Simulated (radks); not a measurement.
Species: the europium ion Eu30+. Configuration: [Ar] 3d10 4s2 4p3. Calculated with a radial shooting solver on a logarithmic mesh with Libxc functionals: Dirac Kohn-Sham, exchange-only PBE, spin-unpolarised, spherical densities, finite nucleus; open shells fill j = l - 1/2 first; Fermi nuclear charge, rms radius 5.1115 fm.

Spin-orbit splittings of the eigenvalues, e(l+1/2) - e(l-1/2), with zeta = 2 splitting/(2l+1) and mean radii in bohr:

shell  occ.  splitting (eV)  zeta (eV)  <r> j=l-1/2  <r> j=l+1/2
2p        6           649.7      433.1      0.07896      0.08566
3p        6           136.4      90.96       0.2354       0.2476
3d       10           30.11      12.04       0.2188       0.2226
4p        3           41.05      27.37       0.5070       0.5252
